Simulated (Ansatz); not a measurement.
Stepwise reaction of `C#[C][Zr]([Cl])([Cl])[C]#C` with hydrogen chloride, as a gas-phase model of exchange steps in deposition or etching. ΔE in kJ/mol; ΔG adds harmonic PBE0-D4 terms to CCSD(T)/CBS, at 1 bar.

Isolated molecules relaxed with PBE0-D4/def2-TZVP in Ansatz; ΔE leaves out vibrations. CCSD(T)/CBS adds triple-zeta CCSD(T) − MP2 to the extrapolated MP2 energy (def2 sets, frozen cores). This one scheme is used for every species. Functionals use def2-TZVPP. B3LYP here is the variant with VWN-RPA as its local correlation; programs differ in this. def2 core potentials past Kr. For Zr outer-core shells are correlated without core-valence functions, which leaves a few kJ/mol of doubt a bond.

| step | reaction | PBE-D4 | B3LYP-D4 | ωB97M-V | CCSD(T)/CBS | ΔG(500 K) |
| --- | --- | --- | --- | --- | --- | --- |
| 2 | `C#[C][Zr]([Cl])([Cl])[Cl]` + HCl → `[Cl][Zr]([Cl])([Cl])[Cl]` + `C#C` | -128.7 | -131.8 | -133.9 | -132.2 | -113.2 |

(1) Give the row of step 1, `C#[C][Zr]([Cl])([Cl])[C]#C` + HCl → `C#[C][Zr]([Cl])([Cl])[Cl]` + `C#C`. (Best estimate.)

(2) By hand: ΔE of the 2 steps together at CCSD(T)/CBS.

Results:

(1) Ansatz gave: 
```csv
step,reaction,PBE-D4,B3LYP-D4,ωB97M-V,CCSD(T)/CBS,ΔG(500 K)
1,`C#[C][Zr]([Cl])([Cl])[C]#C` + HCl → `C#[C][Zr]([Cl])([Cl])[Cl]` + `C#C`,-132.5,-135.6,-137.6,-136.0,-120.7
```

(2) (-136.0) + (-132.2) = -268.2 kJ/mol, or -134.1 kJ/mol a step.

In ΔE the steps differ by no more than 3.8 kJ/mol. All are downhill at CCSD(T)/CBS. ΔG lies between -120.7 and -113.2 kJ/mol a step. PBE-D4 differs from CCSD(T)/CBS by 3.5 to 3.5 kJ/mol a step. Only this route is followed, and other bonds may react first. Isolated molecules leave out the surface, adducts and barriers. Largest T1 diagnostic: 0.016.
